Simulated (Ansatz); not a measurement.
Molecule: BaF₂, net charge 0, singlet state. 
Geometry from a B3LYP-D3(BJ)/def2-TZVP (Ansatz, an electronic-structure program) optimisation:
```
Ba
F 1 2.2273
F 1 2.2273 2 120.58
```
Charge 0, spin multiplicity 1.

Basis-set convergence of Hartree-Fock and CCSD correlation energies (hartree) with Ansatz. Cores are frozen in the correlated levels unless marked. Spin-orbit coupling is left out. Frozen are the shells of the preceding noble gas and the d and f shells that filled before the atom's block. The outer core of K, Ca and their heavier congeners is not correlated, a term that matters for these elements. In def2 rows, elements after Kr have scalar-relativistic effective core potentials.

```csv
basis,functions,E(HF),"E(corr, CCSD)"
def2-SVP,58,-223.94400,-0.41110
def2-TZVPP,102,-224.22638,-0.54559
def2-QZVPP,174,-224.24194,-0.59687
```

Extrapolating the two largest sets (X = 3 and 4) as X^-3: E(corr) = (64·(-0.59687) - 27·(-0.54559))/37 = -0.6343 Eh, an estimate of the basis-set limit. The largest set recovers 94.1 % of it, the smallest 64.8 %.
